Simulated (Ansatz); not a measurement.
Born–Oppenheimer molecular dynamics of F₄Si (5 atoms, charge 0, multiplicity 1). It starts from a relaxed structure.

These are results of RKS r2SCAN/def2-SVP (Ansatz), not measurements.

* ensemble: NVT, Nosé–Hoover chain
* time step: 2 fs
* steps asked: 150
* set temperature: 500 K
* thermostat: time constant 100 fs, chain length 3 (defaults)
* seed: 478926

First frame:

```xyz
5
Properties=species:S:1:pos:R:3
Si 0.000 0.000 0.000
F 0.000 0.000 1.589
F 1.498 0.000 -0.529
F -0.748 1.297 -0.529
F -0.748 -1.297 -0.529
```

Question: How far do the bonds stretch over the last three quarters of this one trajectory? (Pairs bonded in most of those frames.)

Answer: 
```json
{"bond": "Si1–F2", "mean (Å)": "1.590", "spread (Å)": "0.023", "shortest": "1.55", "longest": "1.64"}
{"bond": "Si1–F3", "mean (Å)": "1.595", "spread (Å)": "0.049", "shortest": "1.50", "longest": "1.70"}
{"bond": "Si1–F4", "mean (Å)": "1.591", "spread (Å)": "0.030", "shortest": "1.53", "longest": "1.65"}
{"bond": "Si1–F5", "mean (Å)": "1.594", "spread (Å)": "0.048", "shortest": "1.51", "longest": "1.69"}
```

Mean temperature of the second half: 530 K. The conserved energy stayed within 2 meV per atom of its start (net change 1.7 meV per atom), so the integration is sound. A run of 0.3 ps of so small a system gives no equilibrium averages.

The run took 4.1 min on 2 threads of Arm Neoverse V1, with other jobs on the host, peak memory 0.13 GiB.
